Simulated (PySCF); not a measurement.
Species: C7H12 (charge +1 and doublet state).
Z-matrix (Å and degrees, GFN2-xTB geometry), rows numbered from 1:
```
C 
C   1  1.4719
C   2  1.3818  1  120.57
C   3  1.4586  2  123.52  1   169.80
C   4  1.5194  3  114.58  2    -4.43
C   5  1.5253  4  109.64  3    40.07
C   2  1.4749  1  119.29  3   179.83
H   1  1.0966  2  108.32  3    80.19
H   1  1.0872  2  112.26  3  -161.51
H   1  1.0895  2  112.29  3   -36.28
H   3  1.0831  2  119.14  1   -10.24
H   4  1.0987  3  110.35  2  -131.51
H   4  1.1057  3  106.32  2   118.39
H   5  1.0900  4  110.02  3   161.92
H   5  1.0935  4  109.77  3   -80.53
H   6  1.0891  5  110.33  4   177.44
H   6  1.0920  5  109.96  4    58.98
H   7  1.0946  2  110.54  1    40.92
H   7  1.1026  2  106.33  1   -71.82
```

The hyperfine couplings belong to this conformer and change with its torsions.

As a line formula: `C[C+]1[CH]CCCC1` [radical] (charge +1).

Theory: UKS B3LYP, pcH-1 on C H, non-relativistic, mean-field spin-orbit, GIAO in PySCF. One conformer (not necessarily the lowest) at the GFN2-xTB geometry, without solvent, vibrations or thermal averaging. The geometry wasn't refined by DFT: couplings that depend on bond lengths, twists or pyramidal angles can differ widely from those at the functional's own minimum, by a factor of two or more for some ions and for spin on atoms past the first row. No stability test was run, so a lower SCF solution isn't excluded.

Principal values of hyperfine tensors in MHz (contact and dipolar terms together), for some of the nuclei:

```json
{"atom": "H13", "isotope": "1H", "A1": "167.97", "A2": "171.87", "A3": "183.11"}
{"atom": "H19", "isotope": "1H", "A1": "115.95", "A2": "119.13", "A3": "127.30"}
{"atom": "H8", "isotope": "1H", "A1": "115.36", "A2": "119.82", "A3": "127.00"}
{"atom": "H18", "isotope": "1H", "A1": "40.36", "A2": "41.28", "A3": "51.06"}
{"atom": "H10", "isotope": "1H", "A1": "36.01", "A2": "39.30", "A3": "48.04"}
{"atom": "C3", "isotope": "13C", "A1": "-15.08", "A2": "-12.31", "A3": "109.15"}
{"atom": "H11", "isotope": "1H", "A1": "-45.63", "A2": "-31.57", "A3": "-2.90"}
{"atom": "C4", "isotope": "13C", "A1": "-22.54", "A2": "-19.99", "A3": "-6.97"}
```

(1) Split each tensor into its isotropic and traceless parts, and turn a_iso into mT with g = 2.0027.

(2) What spin density at the nucleus of H18 lies behind its contact coupling (g_N = 5.58569)?

(3) H12 (1H, g_N = 5.58569) isn't in the table. Its spin density at the nucleus is 0.02103 bohr⁻³. What is its contact coupling?

(4) Name the largest traceless tensor T of the table and describe it.

(5) What first-order splitting does H8 cause when the field lies along A1, A2 or A3 of its tensor (g taken as isotropic, no quadrupole term)?

Results:

(1) a_iso is a third of the trace, T = A − a_iso, and a(mT) = a(MHz)/(g × 13.996).

```tsv
atom	a_iso (MHz)	a_iso (mT)	T1	T2	T3
H13	174.32	6.219	-6.35	-2.45	8.80
H19	120.79	4.309	-4.84	-1.66	6.51
H8	120.73	4.307	-5.37	-0.91	6.28
H18	44.24	1.578	-3.87	-2.95	6.83
H10	41.12	1.467	-5.10	-1.82	6.92
C3	27.25	0.972	-42.34	-39.56	81.90
H11	-26.70	-0.953	-18.93	-4.87	23.80
C4	-16.50	-0.589	-6.04	-3.49	9.53
```

(2) a_FC = (2μ0/3) gₑ μB g_N μN ρ(0)/(2S·h) = 800.24 MHz × g_N × ρ(0)/(2S), with ρ in bohr⁻³. With a_FC = 44.24 MHz and 2S = 1, ρ(0) = 0.009896 bohr⁻³. In magnitude that is 3.1 % of the 1/π = 0.318 of a free hydrogen atom.

(3) By the same relation, a_FC = 94.0 MHz. Its full tensor has the principal values 88.49, 90.03, 103.49 MHz.

(4) C3: -42.3, -39.6, 81.9 MHz, nearly axial, close to the ratio −1:−1:+2, the form that spin in one p orbital centred on that nucleus gives.

(5) 2 lines (I = 1/2), spaced by |A_i|/(g × 13.996): 4.12, 4.27, 4.53 mT along the axes of A1, A2 and A3.
